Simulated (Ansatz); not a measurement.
Cost and result up the ladder for GeF2H2 (GeH2F2) (5 atoms). Charge 0, multiplicity 1. Geometry: r2SCAN-D4/def2-TZVP.

Cartesian coordinates in Å:
```
Ge 0.026 0.012 -0.111
F -1.254 -0.918 0.578
F 0.832 0.715 1.243
H -0.600 1.141 -0.923
H 0.996 -0.951 -0.787
```

Ansatz on 4 threads of Intel Xeon on a shared host. Times are rough, and most runs start from the orbitals of an earlier one. ωB97X-V/def2-TZVP serves as the yardstick here, not as an exact answer. Differences are given only for rows in sets of like size (and for xTB, whose basis is part of the method), since another set adds its own error. Binding counts from free atoms at the same level (Ge triplet, F doublet, H doublet; other spins of the atoms weren't run), without zero-point energy or a counterpoise term.

The 6-31G sets use Cartesian d functions. B3LYP takes the VWN-RPA correlation. HSE06 is defined as in plane-wave codes, on full-range PBE exchange. Correlated methods freeze 11 core orbitals; core or outer-core shells of Ge are correlated, in sets that lack core-valence functions.

Correlated methods converge slowly with the basis.

```
                            level  functions  binding energy per atom (eV)  difference from ωB97X-V/def2-TZVP (eV)
                         HF/6-31G         51                          2.04                                       –
                ωB97X-V/def2-TZVP        122                          3.30                                    0.00
                PBE0-D4/def2-TZVP        122                          3.20                                   -0.10
                   B3LYP-D4/6-31G         51                          3.04                                       –
               PBE0-D4/def2-TZVPD        152                          3.21                                   -0.10
                 PBE-D4/def2-TZVP        122                          3.30                                   -0.01
               B3LYP-D4/def2-TZVP        122                          3.24                                   -0.07
             r2SCAN-D4/def2-TZVPD        152                          3.29                                   -0.02
r2SCAN-D4/def2-TZVP (with forces)        122                          3.28                                   -0.02
                     HF/def2-TZVP        122                          2.35                                   -0.95
                        HF/STO-3G         30                          2.53                                       –
                    MP2/def2-TZVP        122                          3.29                                   -0.01
                 PBE0-D4/def2-SVP         70                          3.19                                       –
               HSE06-D4/def2-TZVP        122                          3.20                                   -0.10
```

Problem. Estimate how long each takes.

Solution. HF/STO-3G 0.62 s; HF/6-31G 1.2 s; B3LYP-D4/6-31G 2 s; PBE0-D4/def2-SVP 2.2 s; PBE-D4/def2-TZVP 2.4 s; HF/def2-TZVP 2.7 s; HSE06-D4/def2-TZVP 3.1 s; B3LYP-D4/def2-TZVP 3.3 s; PBE0-D4/def2-TZVP 4.4 s; r2SCAN-D4/def2-TZVP (with forces) 4.5 s; MP2/def2-TZVP 4.7 s; PBE0-D4/def2-TZVPD 4.7 s; ωB97X-V/def2-TZVP 5.5 s; r2SCAN-D4/def2-TZVPD 6 s. On shared hardware such times vary by a factor of up to 3.
